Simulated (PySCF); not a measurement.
Vertical excitations of a molecule C4H9NSi from PySCF with TDA-CAM-B3LYP/def2-SVPD, as energy in eV (oscillator strength): 5.05 (0.003), 6.69 (0.032), 6.96 (0.023), 7.20 (0.025), 7.32 (0.238), 7.45 (0.048), 7.60 (0.005), 7.67 (0.041), 7.83 (0.004), 7.97 (0.176). Lowest triplet (TDA): 4.31 eV. Geometry: ωB97X-D3(BJ)/def2-SVP. Other conformers were not sampled.

Which molecule gave these data?
(A) N[SiH]1CC=CC1
(B) CN=C1C[SiH2]C1
(C) N[C@@H]1CC=C[SiH2]1
(D) C#CCN[SiH2]C

B, CN=C1C[SiH2]C1
